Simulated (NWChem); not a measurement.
## Correlation energy of B₂

```
B
B 1 1.6255
```
Charge 0, spin multiplicity 3.

Program: NWChem. Structure: optimised with UPBE0/def2-SVP, a minimum by its harmonic frequencies.

Basis set: cc-pVDZ. Each correlation energy counts from its own Hartree-Fock reference.

```csv
method,correlation energy (mHa),remark
URI-MP2,-139.2,-
UMP2,-139.2,-
SCS-UMP2,-136.9,-
CCSD on UHF,-170.3,large amplitudes
CCSD[T] on UHF,-185.6,large amplitudes
CCSD(T) on UHF,-184.3,large amplitudes
CCSD on ROHF,-173.0,large amplitudes
CCSD[T] on ROHF,-189.8,large amplitudes
CCSD(T) on ROHF,-188.3,large amplitudes
CCSDT on ROHF,-188.9,large amplitudes
```

The values span 52.9 mHa, from CCSD[T] on ROHF (lowest) to SCS-UMP2 (highest). 

The correlated methods keep 2 core orbitals frozen. This spin state was chosen for the runs; another may lie lower. The structure started from a generated list of species. The unpaired electrons of the parent sit in orbitals of symmetry b2u and b3u (D2h labels of the run); other states weren't searched. The stability of the SCF solutions was not checked. Open-shell Hartree-Fock references start from PBE0 orbitals. Coupled-cluster values serve here as a point of comparison, not as the truth.
